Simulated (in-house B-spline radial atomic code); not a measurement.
The numbers below are computed, except where a source is named.
Correlation energy from the adiabatic connection: ω²r²/2, ω = 0.606

Two electrons in a singlet, external potential ω²r²/2, ω = 0.606 (atomic units). Full CI in B-splines (partial waves to l = 8, correlation up to 0.6 % small) with the density held fixed gives W(λ) = <V_ee>_λ − U, and E_c is the integral of W(λ) − W(0) from 0 to 1.

| λ | W(λ) − W(0) (hartree) |
| --- | --- |
| 0 | 0.00000 |
| 0.02 | -0.00200 |
| 0.05 | -0.00495 |
| 0.12 | -0.01154 |
| 0.25 | -0.02282 |
| 0.4 | -0.03446 |
| 0.6 | -0.04803 |
| 0.8 | -0.05974 |
| 1 | -0.06991 |

Q: Integrate the table by the trapezoid rule.

A: The strips give -0.00002, -0.00010, -0.00058, -0.00223, -0.00430, -0.00825, -0.01078, -0.01296, which sum to -0.03922 hartree. The direct value, W(1) − W(0) + T_c with T_c = 0.03057, is -0.03934; the curve is convex, so chords lie above it and the trapezoids fall short in size by 0.30 %.

Q: Now use only three numbers: W(0) = -0.5714, the initial slope W'(0) = -0.101 (extrapolated from the first points) and the strong-coupling limit of the point-charge-plus-continuum model, W∞ = -0.77873. What do second-order theory and the interpolation W(λ) = W∞ + (W(0) − W∞)/√(1 + 2χλ) of Seidl, Perdew and Levy give?

A: Second order keeps the slope alone: E_c = W'(0)/2 = -0.05050, +28 % in size against -0.03934. Matching the slope fixes χ = W'(0)/(W∞ − W(0)) = -0.101/(-0.20733) = 0.48715. Integrating, with s = √(1 + 2χ) = 1.405095, E_c = −(W(0) − W∞)(s − 1)/(s + 1) = −0.20733 × 0.405095/2.405095 = -0.03492 hartree, -11.2 % in size against the full result. At λ = 1 the formula gives W − W(0) = -0.05977 against -0.06991. Part of the miss can come from the model's W∞.
